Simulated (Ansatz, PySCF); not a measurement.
Species: BH₂, charge -1, multiplicity 1. SMILES: [BH2-]
Geometry: optimised at B3LYP-D3(BJ)/def2-TZVP (Ansatz, a first-principles code).

Unscaled harmonic wavenumbers (cm⁻¹) in rising order, each level at the stationary point that it reaches from this structure (no distance between atoms moves by over 0.3 Å); the order of modes can differ between levels, and a negative number is imaginary. B3LYP-D3(BJ)/def2-TZVP (PySCF, at the structure above): 1123, 2181, 2184.

HF/6-31G* (Ansatz): 1310, 2074, 2136. Zero-point energy 7.9 against 7.8 kcal/mol; where all levels lie over 400 cm⁻¹, the wavenumbers are on average 1.032 times those of B3LYP-D3(BJ)/def2-TZVP.

B3LYP/6-31G* (Ansatz): 1226, 1970, 2005. Zero-point energy 7.4 against 7.8 kcal/mol; where all levels lie over 400 cm⁻¹, the wavenumbers are on average 0.971 times those of B3LYP-D3(BJ)/def2-TZVP.
